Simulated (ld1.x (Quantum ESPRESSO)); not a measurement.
# LDA (PZ) ultrasoft dataset for germanium (Ge), scalar-relativistic all-electron reference.

```
Element                 : germanium (Ge)
Generator               : ld1.x (Quantum ESPRESSO) 7.5
Type                    : ultrasoft
Functional              : LDA (PZ)
Relativity              : scalar-relativistic
Frozen core             : [Ar] 3d10
Valence charge          : 4
Reference configuration : 4s2 4p2
Partial waves           : 4s (bound): rcut 1.25, rcutus 1.75 bohr; 4s channel at 3.2 Ry: rcut 1.25, rcutus 1.75 bohr; 4p (bound): rcut 1.90, rcutus 2.15 bohr; 4p channel at 0.7 Ry: rcut 1.90, rcutus 2.15 bohr
Local potential         : all-electron potential smoothed inside 1.95 bohr (lloc = -1)
Core correction         : Bessel-smoothed model core, default radius (core density twice the valence density)
Augmentation charge     : built from norm-conserving waves at rcut, not smoothed further
```

Calculated quality:

* Cutoffs needed: 10 Ry and 15 Ry (the cutoffs (Ry, on a coarse ladder) from which the occupation-weighted sum of valence levels, in a spherical-Bessel basis at the reference potential, stays within 10 and 1 mRy of its value at 400 Ry)
* Ghost test: no extra level below or beside the all-electron valence levels (s, p, d, f tested) (spherical-Bessel basis up to 400 Ry, 20 bohr box)
* Largest excitation error: -272 meV (all-electron minus pseudo) for 4s1 4p0, out of 7 test configurations
* Lowest eigenvalue of the overlap operator: 0.44 (s channel)

Generation and tests took about 1.5 s on one core of a shared server CPU.
